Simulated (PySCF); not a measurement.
Zr(OH)3 (H3O3Zr), SMILES [OH][Zr]([OH])[OH] (connectivity only; charge and spin as stated), neutral, multiplicity 2.

The structure is a stationary point at PBE0-D3(BJ)/def2-SVP. The spin state was assumed, not searched. The isomer is the one that the SMILES or the coordinates give; other isomers of the formula were not compared. The def2 effective core potentials stand for the cores of Zr; spin–orbit coupling is left out. Other conformers were not sampled.

These are PySCF 2.14.0 with PBE0-D3(BJ)/def2-SVP values and carry that method's errors.

Frequencies are harmonic and unscaled.

Modes within 1.5 cm⁻¹ of each other (mostly degenerate sets) share a row, with their intensities summed.

Computed normal modes with their intensities:
| mode | ν (cm⁻¹) | IR (km/mol) | moving atoms (share of kinetic energy) |
|---|---|---|---|
| 1 | 82 | 23.5 | O 45 %, Zr 33 %, H 22 % |
| 2–3 | 157 | 0.7 | O 76 %, Zr 12 %, H 12 % |
| 4 | 216 | 0.0 | H 88 %, O 12 % |
| 5–6 | 322 | 509.3 | H 87 %, O 12 % |
| 7–8 | 419 | 0.0 | H 88 %, O 12 % |
| 9 | 438 | 269.3 | H 76 %, O 21 % |
| 10 | 700 | 0.0 | O 94 % |
| 11–12 | 727 | 394.0 | O 72 %, Zr 24 % |
| 13–14 | 4030 | 743.1 | H 94 % |
| 15 | 4034 | 0.0 | H 94 % |
